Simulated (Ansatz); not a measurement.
C$_{2}$HF$_{3}$Ge (`C#[C][Ge]([F])([F])[F]`). Charge 0, multiplicity 1. Correlated methods include outer-core shells of Ge, which these sets cover unevenly. Scalar relativity is left out up to krypton.

```xyz
7

C    -1.033    1.086    1.389
C    -0.425    0.448    0.572
Ge    0.515   -0.541   -0.692
F     1.647    0.409   -1.537
F    -0.514   -1.231   -1.861
F     1.383   -1.825    0.014
H    -1.573    1.654    2.114
```

(1) Give the diagnostics of a CCSD(T)/def2-TZVPP run (frozen core, Ansatz 0.2.0). (Best estimate.)

Answers

(1) Ansatz gave: T1 = 0.0129, largest single amplitude 0.018, largest double 0.056, (T) share of the correlation energy 3.6 %, 9 CCSD cycles. The RHF solution is stable towards an unrestricted one. T1 lies under the customary mark of 0.02 for closed shells.
